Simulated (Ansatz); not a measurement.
One change: `N[SiH2]NCO` becomes `OCN[SiH2]S`.

Ansatz, PBE0-D4/def2-TZVP geometries, multiplicity 1. Each molecule was computed in one conformer, which needn't be the lowest.

```csv
property,`N[SiH2]NCO`
LUMO energy (PBE/def2-TZVPP) / eV,-0.12
HOMO–LUMO gap (PBE0/def2-TZVPP) / eV,7.81
size of the dipole moment (B3LYP/def2-TZVPP) / D,2.05
size of the dipole moment (PBE/def2-TZVPP) / D,2.03
LUMO energy (PBE0/def2-TZVPP) / eV,0.69
LUMO energy (B3LYP/def2-TZVPP) / eV,0.38
```

(1) What does the change do to each property? (An estimate is asked.)

## Answers

(1) Computed: 
| property | `OCN[SiH2]S` | shift |
| --- | --- | --- |
| LUMO energy (PBE/def2-TZVPP) / eV | -0.90 | -0.78 |
| HOMO–LUMO gap (PBE0/def2-TZVPP) / eV | 7.33 | -0.48 |
| size of the dipole moment (B3LYP/def2-TZVPP) / D | 1.44 | -0.61 |
| size of the dipole moment (PBE/def2-TZVPP) / D | 1.32 | -0.71 |
| LUMO energy (PBE0/def2-TZVPP) / eV | -0.01 | -0.70 |
| LUMO energy (B3LYP/def2-TZVPP) / eV | -0.28 | -0.66 |

With PBE0 the HOMO falls by 0.21 eV and the LUMO falls by 0.70 eV, so the gap narrows by about 0.49 eV. PBE moves the HOMO by -0.23 eV and ωB97M-V by -0.13 eV. Dipoles are sizes alone; their direction can turn.

B3LYP here is the variant with VWN-RPA as its local correlation; programs differ in this.
